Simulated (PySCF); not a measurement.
Electron correlation in Kr+ (krypton, charge +1)

[Ar] 3d10 4s2 4p5, 2P determinant. Calculation: PySCF 2.14, in aug-cc-pVDZ-PP with ECP10MDF (5s4p3d, 32 functions); scalar relativity through the core potential. Frozen: 3s2 3p6 3d10; 7 electrons correlated.

MP2 pair energies summed by pair of shells (mhartree):

| pair | energy | share (%) |
| --- | --- | --- |
| 4p-4p | -66.60 | 68.7 |
| 4s-4p | -25.07 | 25.8 |
| 4s-4s | -5.32 | 5.5 |

Total MP2 correlation energy: -96.99 mhartree.

Same-spin part -24.72 and opposite-spin part -72.27 mhartree; SCS-MP2 scales them by 1/3 and 6/5 to -94.97 mhartree.

```json
{"level": "CCSD", "correlation energy (mhartree)": "-111.23"}
{"level": "(T)", "correlation energy (mhartree)": "-1.32"}
{"level": "CCSD(T)", "correlation energy (mhartree)": "-112.55"}
```

Diagnostics: T1 = 0.0056, D1 = 0.0172, largest double amplitude 0.041.

Cost of the coupled-cluster step: 0.31 s of wall time on 1 thread of Neoverse-N1 (shared host), for 7 correlated electrons.
